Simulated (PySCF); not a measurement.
# Peak assignment

Bonds (- single, = double, # triple, : aromatic): F1-C2 1.348 Å, C2-F3 1.344 Å, C2-F4 1.343 Å, C2-C5 1.496 Å, C5:P6 1.742 Å, P6:C7 1.736 Å, C7:C8 1.379 Å, C8:C9 1.383 Å, C9-Cl10 1.736 Å, C9:P11 1.745 Å, P11:C5 1.741 Å. C7 carries H12; C8 carries H13.

- shieldings: GIAO PBE0/pcSseg-1
- GFN2-xTB structure
- program: PySCF 2.14.0 with density-fitted response routines
- non-relativistic, in vacuum, one computed conformer, rapidly exchanging positions averaged

References, each an isolated molecule treated in the same way: TMS for 13C (σref 186.93), 1H (σref 31.72).

(1) Assign these signals to the numbered atoms. 13C{1H} NMR (computed): δ 205.9, 183.8, 164.3, 141.2, 136.3.

(2) Assign these signals to the numbered atoms. 1H NMR (400 MHz, computed): δ 9.46 (m, 1H), 8.51 (m, 1H).

Results:

(1) 
205.9 → C5, substituted aromatic carbon
183.8 → C9, aromatic carbon bearing chlorine
164.3 → C7, aromatic CH
141.2 → C8, aromatic CH
136.3 → C2, CF3 carbon: 3 electronegative neighbours deshield it

(2) 
| δ (ppm) | atoms | environment | reason |
| --- | --- | --- | --- |
| 9.46 | H12 | hydrogen on an aromatic CH | aromatic region |
| 8.51 | H13 | hydrogen on an aromatic CH | – |

Carbons that carry Cl, above all several Cl atoms, come out too deshielded, partly because spin–orbit coupling is missing. Splittings by 19F and 31P in the carbon and heteronuclear signals aren't shown, as no couplings were computed. Shifts are as computed. Against solution values, carbons near 30 ppm lie about +3 ppm off and those near 130 ppm about +5 ppm; carbons on Cl a further +6 ppm. Of 1211 compounds with measured shifts, 218 miss one by over three times the rms of a fit or turn the order of signals round; such compounds aren't used in these exercises. Multiplicities follow the n + 1 count of equivalent neighbours, as no J values were calculated; m marks all less simple cases, F and P coupling included.
